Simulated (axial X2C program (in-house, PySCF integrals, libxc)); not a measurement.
# Outer orbitals of AlRu at 2.286 Å, PBE0

Computed with an in-house all-electron X2C program for linear molecules (integrals from PySCF). Spin-free means the one-electron spin-free X2C Hamiltonian; two-component (2c) means X2C with spin–orbit coupling and atomic mean-field two-electron Coulomb and Gaunt terms, so the difference of the two also holds small scalar two-electron terms. Basis: Ru dyall-cv3z [12s12p8d5f3g], Al dyall-v3z [8s8p2d1f] (cores contracted in-house); Gaussian nuclei, density fitting, unrestricted open shells. Masses: Ru 101.904 u, Al 26.982 u.

The distance is close to the 2c PBE0 minimum; the highest filled and lowest empty levels are listed.

Spin-free orbitals, state M_S = 3/2, Λ = 0 (beyond evenly filled blocks: σα, δ+α, δ-α) (Löwdin shares):

```tsv
symmetry	occupied	ε (eV)	atomic character
σα	yes	-9.05	52% Al s, 23% Ru d, 15% Ru s
σβ	yes	-9.03	54% Al s, 19% Ru d, 15% Ru s
δ-α	yes	-7.98	100% Ru d
δ+α	yes	-7.98	100% Ru d
π+α	yes	-6.97	92% Ru d, 5% Al p
π-α	yes	-6.97	92% Ru d, 5% Al p
σα	yes	-6.69	71% Ru d, 16% Ru s, 9% Al s
π-β	yes	-5.73	83% Ru d, 12% Al p, 2% Al d
π+β	yes	-5.73	83% Ru d, 12% Al p, 2% Al d
σβ	yes	-4.98	59% Ru d, 19% Al p, 12% Al s
σα	yes	-4.82	50% Al p, 32% Ru s, 9% Ru p
σβ	no	-2.34	42% Ru s, 36% Al p, 16% Ru d
δ+β	no	-2.01	98% Ru d
δ-β	no	-2.01	98% Ru d
π+α	no	-1.78	51% Al p, 43% Ru p, 5% Ru d
π-α	no	-1.78	51% Al p, 43% Ru p, 5% Ru d
```

Spinors with spin–orbit coupling (state Ω = 3/2):

| ω | occupied | ε (eV) | atomic character | λ mixture |
| --- | --- | --- | --- | --- |
| 1/2 | yes | -9.06 | 52% Al s, 23% Ru d, 15% Ru s | 100% σ |
| -1/2 | yes | -9.04 | 54% Al s, 19% Ru d, 15% Ru s | 100% σ |
| -3/2 | yes | -8.10 | 100% Ru d | 100% δ |
| 5/2 | yes | -7.84 | 99% Ru d | 100% δ |
| -1/2 | yes | -7.04 | 92% Ru d, 5% Al p | 99% π, 1% σ |
| 3/2 | yes | -6.92 | 92% Ru d, 5% Al p | 99% π, 1% δ |
| 1/2 | yes | -6.71 | 71% Ru d, 15% Ru s, 9% Al s | 98% σ, 2% π |
| 1/2 | yes | -5.78 | 83% Ru d, 12% Al p, 2% Al d | 98% π, 2% σ |
| -3/2 | yes | -5.67 | 83% Ru d, 13% Al p, 2% Al d | 100% π |
| -1/2 | yes | -4.98 | 59% Ru d, 20% Al p, 12% Al s | 99% σ, 1% π |
| 1/2 | yes | -4.81 | 50% Al p, 32% Ru s, 9% Ru p | 100% σ |
| -1/2 | no | -2.34 | 42% Ru s, 36% Al p, 16% Ru d | 100% σ |
| 3/2 | no | -2.13 | 96% Ru d, 2% Al p | 97% δ, 3% π |
| -5/2 | no | -1.91 | 98% Ru d | 100% δ |
| -1/2 | no | -1.80 | 50% Al p, 44% Ru p, 5% Ru d | 100% π |

Mulliken charges and populations of the two-component result (they depend on the basis, above all on diffuse functions):

Ru -0.10 e (s 8.80 p 18.14 d 17.16 f 0.01), Al 0.10 e (s 5.75 p 7.04 d 0.09 f 0.02). ⟨Lz⟩ = 0.01 ħ and ⟨Sz⟩ = 1.49 ħ (1.49 and 0.00 on the two atoms), which add up to Ω.

Occupations by symmetry block were frozen at the best pattern of an incomplete PBE0 search. Density functionals use the spin component along the axis (collinear). Other states lie close and PBE0, whose exact exchange favours high spin, may order them wrongly; the determinant shown need not be the ground state. The nearest other spin-free determinant of the search, M_S = 3/2, Λ = 2, lies 0.40 eV up at the distance of the search. With several unpaired electrons one determinant need not be a pure state. This is the top spin component of a Σ state; components of lower Ω are not single determinants and can lie lower. The determinant is spin-polarised beyond a pure state at some levels (its spin-free form has ⟨S²⟩ too high), which makes Re and μ there less reliable.
